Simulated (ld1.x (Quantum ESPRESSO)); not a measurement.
# gallium (Ga): TM pseudisation with PBE, fully relativistic reference atom.

- Element: Ga
- Generator: ld1.x (Quantum ESPRESSO) 7.5
- Type: norm-conserving Troullier–Martins (Kleinman–Bylander form)
- Functional: PBE
- Relativity: fully relativistic
- Frozen core: [Ar]
- Valence charge: 13
- Reference configuration: 3d10 4s1.5 4p1.5
- Partial waves: 4s (bound): rc 2.00 bohr; 4p (bound): rc 2.00 bohr; 3d (bound): rc 0.95 bohr
- Local potential: all-electron potential smoothed inside 1.25 bohr (lloc = -2)
- Core correction: none

Open shells are filled in proportion to 2j + 1 (rel_dist='average').

All-electron outer shells of the reference configuration (PBE, scalar-relativistic, ld1.x):

```tsv
shell	level (eV)	outermost node (bohr)	outermost maximum (bohr)
3s	-149.12	0.27	0.56
3p	-99.85	0.24	0.56
3d	-20.12	–	0.53
4s	-9.52	0.81	1.87
4p	-2.98	0.87	2.50
```

(1) Does this generation succeed?

## Answers

(1) No. ld1.x (Quantum ESPRESSO) 7.5 stopped with "run_pseudo: Errors in PS-KS equation": the pseudo-atom solver did not find the valence states with the expected number of nodes, which is the usual sign of a ghost state.
